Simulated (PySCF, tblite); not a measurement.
Species: C8H12FN.
Geometry (GFN2-xTB, Å), atoms numbered from 1 in this order:
```
atom  x, y, z in Å
C1     3.1424   -0.7796    0.4823
C2     2.0954   -0.3005   -0.1611
C3     0.6957   -0.3075    0.3824
C4     0.1602    1.0804    0.6074
F5     0.8625    1.9638    1.3394
C6    -1.0212    1.2850    0.0452
C7    -1.8666    2.5087    0.0562
C8    -1.4394    0.0088   -0.6291
N9    -0.2422   -0.8239   -0.6137
C10   -0.4916   -2.2394   -0.5204
H11    4.1339   -0.7431    0.0648
H12    3.0537   -1.2219    1.4617
H13    2.1873    0.1412   -1.1428
H14    0.6707   -0.8802    1.3287
H15   -2.8397    2.2911    0.4959
H16   -1.3842    3.2959    0.6298
H17   -2.0312    2.8605   -0.9619
H18   -1.7633    0.1709   -1.6633
H19   -2.2792   -0.4531   -0.0809
H20   -1.1129   -2.5452   -1.3613
H21   -0.9995   -2.5239    0.4162
H22    0.4585   -2.7686   -0.5774
```

Computed with PBE0/pcSseg-1 in PySCF (dipole) on a GFN2-xTB geometry, gas phase.

Take the most abundant isotopes and a rigid rotor. The values belong to one conformer with, in the numbering `[CH2:1]=[CH:2][C@H:3]1[C:4]([F:5])=[C:6]([CH3:7])[CH2:8][N:9]1[CH3:10]`, C1–C2–C3–C4 116°, C2–C3–C4–F5 -53°, C4–C6–C8–N9 -11°, C6–C8–N9–C10 148°, C2–C3–N9–C8 -137°.

(1) Give the principal moments of inertia and the rotational constants in MHz.

(2) Classify the top.

(3) Is it planar, by Δ = Ic − Ia − Ib?

(4) Give the other two planar moments, Paa and Pbb, and the rms extents of the mass along the axes.

(5) List the rotational levels J(Ka,Kc) to J = 2 (MHz).

(6) Predict some low-J microwave lines.

(7) Estimate the classical rotational partition function at 10 K, 100 K and 500 K.

Answers

(1) Ia = 290.35, Ib = 425.57, Ic = 668.49 u·Å²; 505379 MHz·u·Å²/I gives A = 1741, B = 1188, C = 756.0 MHz.

(2) An asymmetric top: κ = (2 × 1188 − 1741 − 756.0)/(1741 − 756.0) = -0.12.

(3) Not planar: Δ = Ic − Ia − Ib = -47.43 u·Å². For a rigid frame Δ = −2 Σ m c², so Σ m c² = 23.72 u·Å² lies off the ab plane: 11.73 from hydrogen and 11.99 from heavier atoms. The atom farthest from that plane is 1.65 Å away.

(4) Paa = Σ m a² = (Ib + Ic − Ia)/2 = 401.86 and Pbb = Σ m b² = (Ia + Ic − Ib)/2 = 266.63 u·Å². With the mass M = 141.10 u, the rms extents √(P/M) along a, b and c are 1.69, 1.37, 0.41 Å.

(5) Above 0(0,0):
J = 1: 1(0,1) 1944, 1(1,1) 2497, 1(1,0) 2928
J = 2: 2(0,2) 5659, 2(1,2) 5952, 2(1,1) 7247, 2(2,1) 8906, 2(2,0) 9078
The levels of one J sum to (2J + 1)J(J + 1)(A + B + C)/3.

(6) The dipole components are |μa| = 0.54 D, |μb| = 1.51 D, |μc| = 0.40 D. The squared components, which scale the intensities, stand as 0.13 : 1.00 : 0.07 (a : b : c). Some lines, for components of 0.1 D or more:

```tsv
type	branch	J(Ka,Kc)	MHz	lower level (cm⁻¹)
b	Q	1(1,0) ← 1(0,1)	985	0.065
c	Q	3(2,2) ← 3(1,2)	1152	0.453
a	Q	2(1,1) ← 2(1,2)	1295	0.199
b	Q	2(1,1) ← 2(0,2)	1588	0.189
b	Q	2(2,0) ← 2(1,1)	1831	0.242
b	R	1(1,1) ← 0(0,0)	2497	0.000
b	Q	2(2,1) ← 2(1,2)	2954	0.199
a	R	2(1,2) ← 1(1,1)	3456	0.083
b	Q	3(2,2) ← 3(1,3)	3694	0.368
a	R	2(0,2) ← 1(0,1)	3715	0.065
b	R	3(1,3) ← 2(0,2)	5384	0.189
a	R	3(2,2) ← 2(2,1)	5831	0.297
b	R	2(2,1) ← 1(1,0)	5978	0.098
c	R	2(2,0) ← 1(1,0)	6150	0.098
b	R	2(2,0) ← 1(1,1)	6581	0.083
b	R	3(2,2) ← 2(1,1)	7490	0.242
b	R	3(3,1) ← 2(2,0)	9595	0.303
b	R	3(3,0) ← 2(2,1)	9814	0.297
```

(7) Point group C1, symmetry number σ = 1; q = (√π/σ)·√((kT/h)³/(ABC)), k/h = 20836.6 MHz/K: 4260 at 10 K, 135000 at 100 K, 1510000 at 500 K.

Its GFN2-xTB frequencies are all real (lowest 47 cm⁻¹). These are rigid-rotor constants of the computed structure; measured ground-state constants (B0) also hold zero-point vibration. A rigid rotor knows nothing of internal rotation, which can split or shift real lines. Quadrupole hyperfine structure (14N) is left out.

The run took 82 s on one thread of an Arm Neoverse N1, shared host with 64 logical CPUs at a one-minute load of 55, and the process peaked at 1.1 GiB of memory. This is the PBE0/pcSseg-1 job that gave the dipole, with the shieldings it also computed.
